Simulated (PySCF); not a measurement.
BF₃H₃P.
SMILES: `[BH3-][P+](F)(F)F`

Theory: PBE0-D3(BJ)/def2-SVP geometry optimisation, gas phase (PySCF 2.14.0).

Masses are those of the commonest isotopes; rigid-rotor values at the optimised geometry. 

**Question.** What are A, B and C (GHz)?

**Answer.** Ia = 113.85, Ib = 135.89, Ic = 136.12 u·Å²; 505379 MHz·u·Å²/I gives 4439, 3719 and 3713 MHz, that is A = 4.4391, B = 3.7190, C = 3.7127 GHz.

**Question.** What kind of rotor is it?

**Answer.** A prolate symmetric top, as the point group C3v requires two equal moments; the computed ones differ by 0.17 % because the geometry is symmetric only within the optimiser's tolerance: κ = (2 × 3719 − 4439 − 3713)/(4439 − 3713) = -0.98.

**Question.** Where do the R-branch lines fall?

**Answer.** The dipole of 1.41 D lies along the symmetry axis, so ΔK = 0 and J+1 ← J falls at 2B(J+1) for every K: 7.43 GHz, 14.86 GHz, 22.29 GHz, 29.73 GHz, 37.16 GHz for J = 0 to 4.

**Question.** Estimate the classical rotational partition function at 100 K, 200 K and 298.15 K.

**Answer.** Point group C3v, symmetry number σ = 3; q = (√π/σ)·√((kT/h)³/(ABC)), k/h = 20836.6 MHz/K: 7180 at 100 K, 20300 at 200 K, 37000 at 298.15 K.

Not checked by PBE0-D3(BJ)/def2-SVP frequencies. Zero-point vibration and centrifugal distortion are left out.
